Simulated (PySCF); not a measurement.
B(Cl)(F)(NCO) (CBClFNO), SMILES O=C=NB(F)Cl. Heavy atoms are numbered as in [B:1]([Cl:2])([F:3])[N:4]=[C:5]=[O:6].

Geometry optimised at B3LYP-D3(BJ)/def2-SVP. One conformer was computed; it need not be the lowest.

These are CAM-B3LYP/def2-TZVP (PySCF) values and carry that method's errors.

Atomic charges (e), one atom of each kind:

| atom | meta-Löwdin | Mulliken |
|---|---|---|
| B1 | 0.46 | 0.31 |
| Cl2 | -0.08 | -0.12 |
| F3 | -0.28 | -0.20 |
| N4 | -0.32 | -0.09 |
| C5 | 0.55 | 0.28 |
| O6 | -0.33 | -0.17 |

Computed Mayer and Wiberg (Löwdin basis) orders of the bonds:
```tsv
bond	Mayer	Wiberg
B1–Cl2	1.32	2.13
B1–F3	1.27	2.11
B1–N4	1.21	1.53
N4–C5	2.07	2.30
C5–O6	2.16	2.86
```
